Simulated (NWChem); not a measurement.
The numbers come from NWChem runs, not from measurements. System: CH5BF2O, charge 0, spin multiplicity 1, at a geometry optimised with PBE0/def2-SVP. The structure started from a generated list of species. Level: M06-2X/def2-TZVP.

Output (cleaned and shortened):

```
             Northwest Computational Chemistry Package (NWChem) 7.3.0
             --------------------------------------------------------

                                NWChem Input Module
                                -------------------

 Scaling coordinates for geometry "geometry" by  1.889725989
 (inverse scale =  0.529177249)

                             Geometry "geometry" -> ""
                             -------------------------

 Output coordinates in angstroms (scale by  1.889725989 to convert to a.u.)

  No.       Tag          Charge          X              Y              Z
 ---- ---------------- ---------- -------------- -------------- --------------
    1 B                    5.0000     0.65337300    -0.50662600     0.44956100
    2 H                    1.0000     1.80883800    -0.82965700     0.24328100
    3 F                    9.0000     0.44740700     0.44999200     1.40011100
    4 F                    9.0000    -0.29744700    -1.47222000     0.42545900
    5 C                    6.0000    -0.99006000     0.93637200    -1.08381300
    6 O                    8.0000     0.30890300     0.34451600    -0.99788500
    7 H                    1.0000    -1.11908700     1.71056800    -0.31439800
    8 H                    1.0000    -1.70183700     0.12288600    -0.90592100
    9 H                    1.0000    -1.13716400     1.34882900    -2.09100300
   10 H                    1.0000     1.00187500     1.00619600    -1.12394100

 Effective nuclear repulsion energy (a.u.)     189.5839538988

            Nuclear Dipole moment (a.u.)
            ----------------------------
        X                 Y               Z
 ---------------- ---------------- ----------------
    -0.0000113384    -0.0000000000    -0.0000094486


 Summary of "ao basis" -> "" (spherical)
 ------------------------------------------------------------------------------
       Tag                 Description            Shells   Functions and Types
 ---------------- ------------------------------  ------  ---------------------
 *                         def2-tzvp                  on all atoms

                                 NWChem DFT Module
                                 -----------------

 Summary of "ao basis" -> "ao basis" (spherical)
 ------------------------------------------------------------------------------
       Tag                 Description            Shells   Functions and Types
 ---------------- ------------------------------  ------  ---------------------
[...]
   140      0.128964   6 O  py              175      0.127641   9 H  s

 Vector   21  Occ=2.000000D+00  E=-3.859549D-01
              MO Center=  1.1D+00, -5.8D-01,  3.1D-01, r^2= 2.0D+00
   Bfn.  Coefficient  Atom+Function         Bfn.  Coefficient  Atom+Function
  ----- ------------  ---------------      ----- ------------  ---------------
    33      0.233005   2 H  s                34      0.219355   2 H  s
     6      0.204562   1 B  px               43     -0.178294   3 F  px
    32      0.176168   2 H  s                74     -0.173848   4 F  px
     9      0.156102   1 B  px               46     -0.146076   3 F  px
    77     -0.142153   4 F  px                3      0.108874   1 B  s

 Vector   22  Occ=0.000000D+00  E= 2.863772D-02
              MO Center=  9.1D-01,  1.3D+00, -1.2D+00, r^2= 3.7D+00
   Bfn.  Coefficient  Atom+Function         Bfn.  Coefficient  Atom+Function
  ----- ------------  ---------------      ----- ------------  ---------------
   104      1.830342   5 C  s               182     -1.302309  10 H  s
   135      0.720054   6 O  s               176     -0.710460   9 H  s
     5     -0.666569   1 B  s               164     -0.644187   7 H  s
     4      0.598627   1 B  s               170     -0.563100   8 H  s
   142      0.408003   6 O  px               34      0.304573   2 H  s

 Vector   23  Occ=0.000000D+00  E= 7.493857D-02
              MO Center= -1.3D+00,  9.7D-01, -8.5D-01, r^2= 6.5D+00
   Bfn.  Coefficient  Atom+Function         Bfn.  Coefficient  Atom+Function
  ----- ------------  ---------------      ----- ------------  ---------------
   104      4.081883   5 C  s               164     -1.653613   7 H  s
   170     -1.518922   8 H  s               176     -1.505398   9 H  s
   135     -1.249706   6 O  s                 4      0.505905   1 B  s
     5     -0.505555   1 B  s                12      0.374866   1 B  px
   142      0.329628   6 O  px              113      0.252425   5 C  pz

 Vector   24  Occ=0.000000D+00  E= 1.092689D-01
              MO Center=  5.3D-01,  3.2D-01,  2.5D-01, r^2= 8.0D+00
   Bfn.  Coefficient  Atom+Function         Bfn.  Coefficient  Atom+Function
  ----- ------------  ---------------      ----- ------------  ---------------
     5      1.096921   1 B  s                 4     -0.869934   1 B  s
    12      0.866641   1 B  px              170     -0.814815   8 H  s
   176     -0.769804   9 H  s               111     -0.758382   5 C  px
   164      0.670050   7 H  s               135      0.610540   6 O  s
    14      0.573856   1 B  pz               34     -0.562447   2 H  s

------------------------------------------------------------
EAF file 0: "./mol.aoints.0" size=524288 bytes
------------------------------------------------------------
               write      read    awrite     aread      wait
               -----      ----    ------     -----      ----
     calls:        1         7         0         0         0
   data(b): 5.24e+05  3.67e+06  0.00e+00  0.00e+00
   time(s): 0.00e+00  0.00e+00  0.00e+00  0.00e+00  0.00e+00
rate(mb/s): 0.00e+00  0.00e+00
------------------------------------------------------------

 center of mass
 --------------
 x =   0.04482421 y =  -0.11208948 z =   0.14835485

 moments of inertia (a.u.)
 ------------------
         519.889790774149          17.816977101561         -86.195470913341
          17.816977101561         401.066800369585          87.750533105878
         -86.195470913341          87.750533105878         356.083294895926

     Multipole analysis of the density
     ---------------------------------

     L   x y z        total         alpha         beta         nuclear
     -   - - -        -----         -----         ----         -------
     0   0 0 0      0.000000    -21.000000    -21.000000     42.000000

     1   1 0 0     -0.177887     -0.088938     -0.088938     -0.000011
     1   0 1 0      1.293030      0.646515      0.646515     -0.000000
     1   0 0 1     -1.383545     -0.691768     -0.691768     -0.000009

     2   2 0 0    -20.179259    -47.754337    -47.754337     75.329415
     2   1 1 0     -0.089300      8.459545      8.459545    -17.008390
     2   1 0 1     -0.174970    -24.236983    -24.236983     48.298996
     2   0 2 0    -21.853042    -73.927595    -73.927595    126.002148
     2   0 1 1     -2.649152     25.007483     25.007483    -52.664117
     2   0 0 2    -22.066272    -85.866256    -85.866256    149.666241

 Task  times  cpu:       76.6s     wall:       76.6s

 Total times  cpu:       76.6s     wall:       76.6s
```

Task: Write an NWChem input that would produce this output.

Result: This is not unique; one that fits is 
```
start mol
memory heap 200 mb stack 800 mb global 1000 mb
geometry units angstroms nocenter noautoz noautosym
  B      0.653373    -0.506626     0.449561
  H      1.808838    -0.829657     0.243281
  F      0.447407     0.449992     1.400111
  F     -0.297447    -1.472220     0.425459
  C     -0.990060     0.936372    -1.083813
  O      0.308903     0.344516    -0.997885
  H     -1.119087     1.710568    -0.314398
  H     -1.701837     0.122886    -0.905921
  H     -1.137164     1.348829    -2.091003
  H      1.001875     1.006196    -1.123941
end
basis spherical
  * library def2-tzvp
end
dft
  xc m06-2x
  semidirect memsize 60000000 filesize 0
  iterations 100
  grid fine
end
task dft energy
```
